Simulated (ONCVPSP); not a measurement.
## Building the ONCV potential for Si (Z = 14) (PBE, scalar-relativistic).

Si, optimised norm-conserving Vanderbilt (ONCV), made with ONCVPSP 4.0.1 (PBE, scalar-relativistic). Core [Ne], reference 3s2 3p2. Waves: 3s: rc 1.65 bohr, ncon 4, nbas 8, qcut 4 1/bohr, 2 projectors, debl 2.2 Ha; 3p: rc 1.75 bohr, ncon 4, nbas 8, qcut 3.8 1/bohr, 2 projectors, debl 2.5 Ha; d scattering state at 0.16 Ha: rc 1.50 bohr, ncon 5, nbas 10, qcut 6.7 1/bohr, 2 projectors, debl 0.4 Ha. Local part: polynomial inside 1.45 bohr (lpopt 5, dvloc0 -1 Ha). Core correction: none.

All-electron outer shells of the reference configuration (PBE, scalar-relativistic, ld1.x):

| shell | level (eV) | outermost node (bohr) | outermost maximum (bohr) |
| --- | --- | --- | --- |
| 2s | -139.50 | 0.15 | 0.45 |
| 2p | -95.56 | – | 0.39 |
| 3s | -10.81 | 0.72 | 1.80 |
| 3p | -4.08 | 0.72 | 2.17 |

Calculated quality:

```
Cutoffs needed           : 7.6 Ha and 18 Ha (the cutoffs (Ha) at which the residual kinetic energy of the hardest occupied pseudo-wave falls to 1 and 0.1 mHa per electron) The cutoffs count occupied waves only; projector 2 of the p channel, the hardest unoccupied one, needs 19 Ha at the loose tolerance.
Ghost test               : no bound ghost flagged; GHOST(+) flagged for s at 135.5 eV
Largest excitation error : +63 meV (all-electron minus pseudo) for 3s1 3p0, out of 4 test configurations
```

Generation and tests took about 2.9 s on one core of a shared server CPU.
